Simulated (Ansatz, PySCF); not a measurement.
Process, species as SMILES: [SiH3]O[SiH](Cl)Cl + 4 [H][H] (H2) -> 2 Cl (HCl) + O (H2O) + 2 [SiH4] (SiH4)
Structures are relaxed separately at B3LYP-D3(BJ)/def2-TZVP in Ansatz (a first-principles code), one conformer each, not searched for the lowest. Frequencies are from Ansatz or PySCF.

Wanted: energy of full hydrogenation (0 K, with B3LYP-D3(BJ) harmonic zero-point energies), in kcal/mol. Valence correlation only, unless marked. No spin-orbit coupling. No relativistic terms. CBS(X,Y): correlation extrapolated as X^-3; Hartree-Fock from the larger set.

CCSD(T)/CBS(cc-pV(T+d)Z,cc-pV(Q+d)Z) (Ansatz) gives 88.4 kcal/mol.

**Question.** Another calculation gave 85.1 kcal/mol. Which level was it?
(A) revPBE/def2-TZVPD (Ansatz)
(B) B2PLYP/def2-TZVPD (Ansatz)
(C) r2SCAN/def2-TZVPD (Ansatz)
(D) PBE0/def2-TZVPD (Ansatz)

**Answer.** B, B2PLYP/def2-TZVPD (Ansatz). The others give 78.0 (PBE0), 88.8 (r2SCAN), 74.7 (revPBE) kcal/mol.
